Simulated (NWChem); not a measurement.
System: CH2NO, doublet; SMILES N[C]=O

```xyz
5

N      0.0956     1.0881     0.0000
C     -0.4139    -0.1573     0.0000
O      0.1597    -1.2142     0.0000
H      1.1000     1.2522     0.0000
H     -0.5185     1.8868     0.0000
```
Atoms are numbered in this order, from 1.

All runs: NWChem. Geometry optimised at B3LYP/6-31G*; all other runs use it. Pople sets run with spherical d functions. Spin-unrestricted. In the optimisation the excess spin sits in a' (Cs, its own frame).

```tsv
quantity	level	value
A(iso) 14N atom 1 (MHz)	TPSSh/IGLO-III	84.8
highest occupied level (eV)	revPBE/def2-TZVP	?
solvation free energy (kcal/mol) in water	PBE0/def2-SVP, SMD	?
charge (e), ESP C2	UHF/6-31G*	0.32
dipole (D)	B3LYP/6-31G*	?
highest harmonic frequency (cm⁻¹)	B3LYP/6-31G*	3705
```

Task: Fill in the missing entries.

Result: 
- highest occupied level (eV), value: -4.65
- solvation free energy (kcal/mol) in water, value: -3.8
- dipole (D), value: 3.62
